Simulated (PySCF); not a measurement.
In(I) cation (IIn), SMILES [In][I] (connectivity only; charge and spin as stated), charge +1, multiplicity 2. Coordinates come from a PBE-D3(BJ)/def2-TZVP optimisation. The multiplicity is an assumed one; other spin states were not compared. The def2 effective core potentials stand for the cores of I, In; spin–orbit coupling is left out.

All values below come from PBE-D3(BJ)/def2-TZVP run with PySCF 2.14.0.

Harmonic wavenumbers (cm⁻¹): 82. Rotational constants (GHz): 0.7611 (linear); symmetry number 1.

Question: Work out the zero-point energy and the ideal-gas rigid-rotor harmonic-oscillator thermochemistry at 298.15 K and 1 atm.

Answer: ZPE = ½ Σ hcν = ½ × 82 cm⁻¹ = 0.49 kJ/mol. H − E(el) = 11.19 kJ/mol. Entropy in J/(mol K): translation 177.19, rotation 83.21, vibration 16.08, spin 5.76, total 282.24. G − E(el) = -72.96 kJ/mol. Cp = 37.31 J/(mol K). Modes under 150 cm⁻¹ make the vibrational entropy uncertain.
